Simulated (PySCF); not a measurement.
Structure problem from calculated spectra and properties.

Formula: C3H9PSi2.

| Quantity | Value |
| --- | --- |
| Rotational structure | rotational constants A, B, C: 3.061, 0.679, 0.588 GHz [GFN2-xTB] |
| NMR, other nuclei | isotropic shieldings of nuclei other than C and H, by class: 399 (1 Si), 449 (1 Si), 610 (1 P) ppm [GIAO PBE0/pcSseg-1] |
| Dipole | 0.75 D [PBE0/pcSseg-1] |
| 1H NMR | chemical shifts (computed TMS as zero) by class: 5.08 (1 H), 4.24 (3 H), 1.40 (2 H), 0.44 (3 H) ppm [GIAO PBE0/pcSseg-1] |
| 13C NMR | chemical shifts (computed TMS as zero) by class: 121.7 (1 C), 114.5 (1 C), 1.6 (1 C) ppm [GIAO PBE0/pcSseg-1] |

Gas-phase values; electronic properties from PySCF, density fitting. Levels stand in brackets. One conformer (not necessarily the lowest) at the GFN2-xTB geometry, without solvent, vibrations or thermal averaging. GFN2-xTB frequencies show an imaginary mode (67i cm⁻¹), so this geometry is no minimum at that level. NMR classes are plain means over equivalent atoms (diastereotopic ones count apart unless rotation or inversion swaps them), as if these changed places fast.

Question: Give a SMILES that accounts for the data.

Answer: Numbering: `[CH3:1][Si@H:2]([PH2:3])[C:4]#[C:5][SiH3:6]`. 3 carbons fall into 3 classes; from least to most shielded: alkyne carbon [C4] (121.7 ppm), alkyne carbon [C5] (114.5 ppm), Si-methyl carbon [C1] (1.6 ppm). Hydrogen classes from least to most shielded: 1 H on an SiH silicon, Si2 (5.08 ppm), 3 H on an SiH3 silicon, Si6 (4.24 ppm), 2 H on a three-coordinate phosphorus, P3 (1.40 ppm), 3 H on an Si-methyl carbon, C1 (0.44 ppm). The other shieldings belong to: 399 ppm, SiH silicon [Si2]; 449 ppm, SiH3 silicon [Si6]; 610 ppm, three-coordinate phosphorus [P3]. The optimised geometry has point group C1 and is an asymmetric top. Structure: `C[Si@H](P)C#C[SiH3]`. The assignments are read from this structure; whether some other isomer fits the data as well wasn't checked. The mirror image fits equally.

Shape of the structure used: `[CH3:1][Si@H:2]([PH2:3])[C:4]#[C:5][SiH3:6]`: H–P3–Si2–C1 -145°, H–P3–Si2–C1 123°.
